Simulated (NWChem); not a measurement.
# CH4FMoNO; SMILES [CH3][Mo](=[NH])(=[O])[F]

No frequency run checked for a minimum. def2 effective core potentials on Mo; no spin-orbit coupling.

**Question.** Give the equilibrium geometry at PBE0/def2-SVP with def2 effective core potentials on Mo (NWChem) as a Z-matrix, with the point group.

**Answer.** point group C1; any orientation.
```
Mo
O 1 1.6697
N 1 1.7191 2 109.08
H 3 1.0196 1 147.19 2 3.63
F 1 1.8570 2 115.45 3 126.91
C 1 2.0981 2 105.59 3 -110.61
H 6 1.0999 1 111.85 2 56.23
H 6 1.1021 7 108.81 1 -120.09
H 6 1.1030 7 109.11 8 -120.11
```
